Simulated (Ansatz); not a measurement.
Relaxation of ClF₃H₄NOTa (11 atoms, charge 0, multiplicity 1), to a largest force component of 0.03 eV/Å in at most 50 steps.

These are results of RKS PBE-D4/def2-SVP (Ansatz), not measurements.

```xyz
11
Properties=species:S:1:pos:R:3
Ta -0.185 0.218 0.244
Cl 2.244 0.398 0.418
F -0.380 0.687 2.071
F -0.022 -0.141 -1.619
N -0.981 1.938 -0.212
H -1.310 2.609 0.490
H -1.159 2.253 -1.171
F -1.526 -1.100 0.387
O 1.156 -2.572 1.071
H 1.096 -3.157 0.292
H 2.024 -2.109 0.946
```

Question: Where does it end, and by what steps?

Answer: The run converged. After 9 steps the energy has fallen by 0.531 eV; O9 moved furthest, 0.67 Å. Joined: Ta1–O9 (3.20 → 2.33 Å).

```tsv
step	energy less start (eV)	largest force component (eV/Å)	accepted
0	0.0000	1.034	yes
1	-0.1275	0.914	yes
2	-0.2626	1.163	yes
3	-0.4279	1.111	yes
4	-0.4618	1.330	yes
5	-0.4954	0.865	yes
6	-0.5174	0.527	yes
7	-0.5255	0.557	yes
8	-0.5307	0.073	yes
9	-0.5309	0.027	yes
```

```xyz
11
Properties=species:S:1:pos:R:3
Ta -0.045 0.053 0.310
Cl 2.273 0.610 0.486
F -0.334 0.472 2.142
F 0.158 -0.320 -1.553
N -0.898 1.751 -0.178
H -1.252 2.435 0.500
H -1.035 2.077 -1.141
F -1.438 -1.257 0.390
O 0.992 -1.974 0.806
H 0.577 -2.810 0.517
H 1.955 -2.012 0.639
```

The run took 28 s on 4 threads of Arm Neoverse V1, on a shared host, peak memory 0.22 GiB.
